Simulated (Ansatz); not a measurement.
Reaction (silylene formation by 1,1-elimination): `O[SiH]([SiH3])[SiH2]S` → `O[SiH2][SiH3]` + `[SiH]S`

Isolated molecules relaxed with PBE0-D4/def2-TZVP in Ansatz; ΔE leaves out vibrations. CCSD(T)/CBS adds triple-zeta CCSD(T) − MP2 to the extrapolated MP2 energy (def2 sets, frozen cores). This one scheme is used for every species. DFT in def2-TZVPP. One conformer a species, not always the lowest.

| level | ΔE (kJ/mol) | difference from CCSD(T)/CBS |
| --- | --- | --- |
| r2SCAN-D4 | 181.9 | 14.1 |
| r2SCAN0-D4 | 185.9 | 18.1 |
| CAM-B3LYP-D4 | 167.4 | -0.4 |
| ωB97M-V | 158.7 | -9.1 |
| revPBE | 146.0 | -21.8 |
| r2SCAN | 178.2 | 10.4 |
| CCSD(T)/def2-SVP | 149.8 | -18.0 |
| HF/def2-TZVPP | 142.0 | -25.8 |
| MP2/def2-TZVPP | 173.6 | 5.8 |
| MP2/CBS(def2) | 180.4 | 12.6 |
| CCSD(T)/CBS | 167.8 | 0 |

Largest T1 diagnostic among the species: 0.016.

From r2SCAN to r2SCAN0 (25 % exact exchange), in def2-TZVPP and without D4, ΔE moves by +3.2 kJ/mol. The D4 term adds +20.8 kJ/mol with B3LYP and +11.8 kJ/mol with PBE0; it sums over pairs of atoms, weighted by their polarisabilities, and B3LYP, whose exchange is more repulsive, gets the larger term.

CCSD(T)/CBS has its own doubt, a few kJ/mol and more with outer-core shells, so smaller differences from it don't rank the levels.

B3LYP here is the variant with VWN-RPA as its local correlation; programs differ in this.
